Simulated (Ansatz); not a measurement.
Cost and result for the atomization energy of BrH4Si2 (`[SiH3][SiH]Br`) radical (7 atoms, 6 bonds).

Cartesian coordinates in Å:
```
Si 0.847 -0.310 0.472
Si -0.883 0.933 -0.483
Br -2.838 -0.054 -0.077
H 0.615 -0.386 1.936
H 2.130 0.393 0.204
H 0.909 -1.685 -0.093
H -0.779 1.109 -1.959
```

Total charge 0; spin multiplicity 2. Correlated methods include outer-core shells of Br, which these sets cover unevenly. Scalar relativity is left out up to krypton. Geometry: relaxed with PBE0-D4/def2-TZVP. Program: Ansatz. All runs use 4 threads of an Intel Xeon Platinum 8559C on a shared host. Times are those of one run each, without the atoms' runs, and a repeat can differ threefold. Electronic energies, without spin–orbit coupling; frozen cores. CCSD(T)/CBS adds CCSD(T) − MP2 in def2-TZVPP to the MP2 limit, and its time is that of the two runs behind it. T1 = 0.013; ⟨S²⟩ of the reference is 0.76. With those shells the extrapolation isn't a true limit.

CCSD(T)/CBS is a level of theory with its own doubt, some kJ/mol a heavy atom from the limit and from the frozen cores, so smaller differences don't rank the functionals.

```json
{"level": "PBE-D4/def2-TZVPP (with forces)", "functions": "188", "wall time": "1.6 s", "atomization (kcal/mol)": "443.2", "difference from CCSD(T)/CBS": "-3.4", "per bond": "-0.6"}
{"level": "r2SCAN-D4/def2-TZVPP (with forces)", "functions": "188", "wall time": "2.8 s", "atomization (kcal/mol)": "449.9", "difference from CCSD(T)/CBS": "3.3", "per bond": "0.5"}
{"level": "PBE0-D4/def2-TZVPP", "functions": "188", "wall time": "2.8 s", "atomization (kcal/mol)": "442.5", "difference from CCSD(T)/CBS": "-4.1", "per bond": "-0.7"}
{"level": "PBE-QIDH/def2-TZVPP", "functions": "188", "wall time": "3 s", "atomization (kcal/mol)": "440.8", "difference from CCSD(T)/CBS": "-5.8", "per bond": "-1.0"}
{"level": "B2PLYP/def2-TZVPP", "functions": "188", "wall time": "3.1 s", "atomization (kcal/mol)": "436.7", "difference from CCSD(T)/CBS": "-9.9", "per bond": "-1.7"}
{"level": "CAM-B3LYP-D4/def2-TZVPP", "functions": "188", "wall time": "3.3 s", "atomization (kcal/mol)": "443.9", "difference from CCSD(T)/CBS": "-2.7", "per bond": "-0.5"}
{"level": "r2SCANh-D4/def2-TZVPP", "functions": "188", "wall time": "3.5 s", "atomization (kcal/mol)": "448.4", "difference from CCSD(T)/CBS": "1.8", "per bond": "0.3"}
{"level": "CCSD(T)/def2-SVP", "functions": "88", "wall time": "4.3 s", "atomization (kcal/mol)": "409.9", "difference from CCSD(T)/CBS": "-36.7", "per bond": "-6.1"}
{"level": "B97M-V/def2-TZVPP", "functions": "188", "wall time": "5.5 s", "atomization (kcal/mol)": "449.4", "difference from CCSD(T)/CBS": "2.8", "per bond": "0.5"}
{"level": "ωB97X-V/def2-TZVPP", "functions": "188", "wall time": "6.5 s", "atomization (kcal/mol)": "449.3", "difference from CCSD(T)/CBS": "2.7", "per bond": "0.5"}
{"level": "MP2/def2-QZVPP", "functions": "349", "wall time": "11 s", "atomization (kcal/mol)": "438.7", "difference from CCSD(T)/CBS": "-7.9", "per bond": "-1.3"}
{"level": "CCSD(T)/def2-TZVPP", "functions": "188", "wall time": "67 s", "atomization (kcal/mol)": "432.6", "difference from CCSD(T)/CBS": "-14.0", "per bond": "-2.3"}
{"level": "CCSD(T)/CBS(def2)", "functions": "–", "wall time": "78 s", "atomization (kcal/mol)": "446.6", "difference from CCSD(T)/CBS": "0.0", "per bond": "0.0"}
```

In def2-TZVPP, CCSD(T) changes the Hartree–Fock value by +93.2 kcal/mol (the triples alone add +4.8 kcal/mol) and MP2 by +91.0 kcal/mol; breaking electron pairs costs correlation energy, which Hartree–Fock lacks. Leaving LDA and LC-ωPBE aside and taking each functional with its dispersion term where it has one, the values spread over 13.2 kcal/mol, from B2PLYP to r2SCAN-D4. LDA lies +54.8 kcal/mol from PBE without D4, its usual overbinding. From BLYP to BHLYP (50 % exact exchange), in def2-TZVPP and without D4, the atomization energy moves by +4.5 kcal/mol.
